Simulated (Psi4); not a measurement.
F₄Ti, charge +1, doublet, at a GFN2-xTB geometry (such geometries of metal compounds can be far from the true shape) (the multiplicity is a formal guess). Base run: Psi4 1.11 with PBE0/3-21G.

Psi4 was given this input:
```
memory 2 GB

molecule {
1 2
  Ti    0.00000000    0.00000000    0.00000000
  F     1.11216813    0.79984052   -1.03505710
  F     0.85175917   -1.07124651    1.03679470
  F    -1.12295623   -0.89058404   -0.94542868
  F    -0.84097107    1.16199002    0.94369108
}

set basis 3-21g
set reference uks

energy('pbe0')
print_variables()
```

The base run was repeated with changes; each row names its change, and settings that it needs were set with it.

```tsv
change	basis functions	E (Eh)
base	65	-1241.81606
basis = cc-pVDZ-DK; relativity = spin-free X2C (with scf_type pk)	99	-1252.75208
basis = cc-pVDZ-DK; relativity = none (with scf_type pk)	99	-1246.33418
```

Totals shift with the method and basis; they matter in differences.

Open shells are given as the SCF converged; they aren't shown to be the lowest states, and a large step between rows can be another state.

Basis sets contracted for a relativistic Hamiltonian are a mismatch without it, so the rows without relativity aren't non-relativistic limits. No row has spin-orbit coupling; sets with core potentials leave out the core electrons.
